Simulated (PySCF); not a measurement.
## Correlation energy of Ba(38+) (barium, charge +38)

Starting occupation: [Ar]. All numbers are calculated (PySCF 2.14, X2C-1e with screened-nucleus spin-orbit coupling, Gaussian nucleus, in an uncontracted even-tempered set (18 s from 2.6 bohr⁻², ratio 2.6; 14 p from 3.4 bohr⁻², ratio 2.6; 6 d from 3.5 bohr⁻², ratio 2.8; 3 f from 60 bohr⁻², ratio 2.8)). Frozen: [Ne]; 8 electrons correlated; the 62 highest virtual spinors left out.

MP2 pair energies summed by pair of shells (mhartree):

```tsv
pair	energy	share (%)
3p3/2-3p3/2	-171.65	41.2
3p1/2-3p3/2	-154.87	37.2
3p1/2-3p1/2	-40.65	9.8
3p3/2-3s1/2	-23.06	5.5
3s1/2-3s1/2	-14.43	3.5
3p1/2-3s1/2	-12.21	2.9
```

Total MP2 correlation energy: -416.88 mhartree.

The virtual space was cut to 50 spinors, which keep -401.87 of the -416.88 mhartree of MP2 correlation.

```csv
level,correlation energy (mhartree)
CCSD,-443.64
(T),-2.38
CCSD(T),-446.02
```

Diagnostics: T1 = 0.00029, largest double amplitude 0.040.

Cost of the coupled-cluster step: about 30 core-seconds, for 8 occupied and 50 virtual spinors.

The coupled-cluster values are those of the cut space; adding the MP2 remainder, -15.01 mhartree, estimates the full space.

At this charge the one-electron X2C treatment keeps the bare 1/r₁₂, with no two-electron picture change or Breit term. The effect here is smaller than on the frozen 1s shell.
